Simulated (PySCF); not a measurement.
# Reading the logs of faulty runs: B2GeH5O

These are calculations, not measurements. The program is PySCF 2.14.0, an open-source quantum chemistry code, run on an isolated molecule that a program drew, which may never have been made. The molecule is B2GeH5O (charge 0, doublet), drawn as the SMILES string `OB[BH][GeH2]`.

Each row is a Hartree-Fock (HF) and frozen-core CCSD(T) single point in the cc-pVDZ basis, meant for a local HF minimum. Run 1 is clean. Each other run has one planted mistake out of seven kinds, and not every kind appears here: one electron removed, one electron added, multiplicity raised by two, geometry at a saddle point, minimal basis STO-3G, one bond length entered in bohr, all coordinates scaled. The reference is restricted for singlets and unrestricted otherwise, and also for a bond in bohr. Adding or removing an electron swaps singlet and doublet. Electrons count all cores. HOMO and LUMO are orbital energies over both spins, the gradient is its largest component, and the lowest frequency (negative if imaginary) is given only where the gradient is small. Bond lengths are over the 8 bonds as drawn. T1 is the CCSD diagnostic: over 0.02 (restricted) or 0.045 (unrestricted) a single reference is doubtful. Germanium has the cc-pVDZ-PP basis, with a core potential (ECP10MDF) in place of its 10 inner electrons, and its 3s, 3p and 3d shells are frozen in CCSD(T).

Geometry of the clean run:
```xyz
9
B2GeH5O, angstrom
O    -0.5582    1.8815   -0.8098
B     0.7530    2.0339   -0.5054
B     1.2500    2.2885    1.1056
Ge    1.4924    0.7947    2.4251
H    -0.7261    1.7552   -1.7313
H     1.5700    1.9868   -1.3991
H     1.4956    3.3850    1.5298
H     2.0936    0.9672    3.8181
H     1.3325   -0.6866    2.0863
```

```
run,electrons,basis functions,<S^2>,HOMO (eV),LUMO (eV),gradient (hartree/bohr),lowest frequency (cm^-1),mean bond (Å),longest bond (Å),T1,HF (hartree),CCSD(T) (hartree),mistake
1,55,90,0.761,-7.93,0.62,8.3e-06,66,1.4351,2.008,0.0184,-420.51452,-421.00837,no fault
2,55,90,1.631,-8.17,0.70,1.0e-02,-,1.6050,2.887,0.0335,-420.42266,-420.89939,one bond length entered in bohr
3,55,90,0.765,-7.83,0.58,6.5e-02,-,1.5470,2.164,0.0226,-420.47403,-420.97963,all coordinates scaled
4,55,90,3.781,-5.55,-1.53,4.8e-02,-,1.4351,2.008,0.0256,-420.35375,-420.84338,multiplicity raised by two
5,56,90,0.000,-0.76,7.71,2.8e-02,-,1.4351,2.008,0.0217,-420.51527,-421.05072,?
6,54,90,0.000,-15.98,-6.58,3.3e-02,-,1.4351,2.008,0.0157,-420.24863,-420.72299,?
```

**Which mistake was planted in run 5, and what did it cost?**

It counts 56 electrons, one more than the clean run, at the same geometry and basis. So the mistake is: one electron added. Subtracting run 1 and multiplying by 627.51 kcal/mol a hartree, the energy moved by -0.5 kcal/mol in HF and -26.6 kcal/mol in CCSD(T).

**Which mistake was planted in run 6, and what did it cost?**

It counts 54 electrons, one fewer than the clean run, at the same geometry and basis. So the mistake is: one electron removed. Subtracting run 1 and multiplying by 627.51 kcal/mol a hartree, the energy moved by 166.8 kcal/mol in HF and 179.1 kcal/mol in CCSD(T).

Cautions from the logs. Run 5: T1 is over the limit, so its CCSD(T) energy is less reliable.
